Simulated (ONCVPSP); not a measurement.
**Cutoff test, nickel (Ni), ONCV**

* Element: nickel (Ni)
* Generator: ONCVPSP 4.0.1
* Type: optimised norm-conserving Vanderbilt (ONCV)
* Functional: LDA (Perdew-Wang 92)
* Relativity: scalar-relativistic
* Frozen core: [Ne] 3s2
* Valence charge: 16
* Reference configuration: 3p6 3d8 4s2
* Partial waves: 4s: rc 1.90 bohr, ncon 5, nbas 8, qcut 4 1/bohr, 2 projectors, debl 0.5 Ha; 3p: rc 0.80 bohr, ncon 4, nbas 9, qcut 8.6 1/bohr, 1 projector; 3d: rc 0.85 bohr, ncon 4, nbas 8, qcut 16.3 1/bohr, 2 projectors, debl 3.4 Ha
* Local potential: polynomial inside 0.50 bohr (lpopt 5, dvloc0 1 Ha)
* Core correction: none

**Question.** For each optimised wave give the share of its norm inside rc, the residual kinetic energy above qcut (Ha) and the cutoffs (Ha) for errors of 10, 1, 0.1 and 0.01 mHa per electron.

**Answer.**

```tsv
wave	norm inside rc	residual KE	10 mHa	1 mHa	0.1 mHa	0.01 mHa
4s	0.212	6.0e-04	3.2	5.6	38.5	47.0
s projector 2	0.119	1.1e-04	3.8	6.0	8.4	56.6
3p	0.586	1.6e-03	30.5	39.7	191.3	418.9
3d	0.491	4.5e-05	94.2	113.2	127.0	291.9
d projector 2	0.058	3.5e-05	86.3	108.7	125.7	172.3
```

The occupied waves need 113 Ha and 191 Ha for 1 and 0.1 mHa. Note: ghosts flagged at negative energy: s at -91.8 eV; GHOST(+) flagged for s at 196.2 eV. A true bound ghost makes a file unfit for plane-wave use.
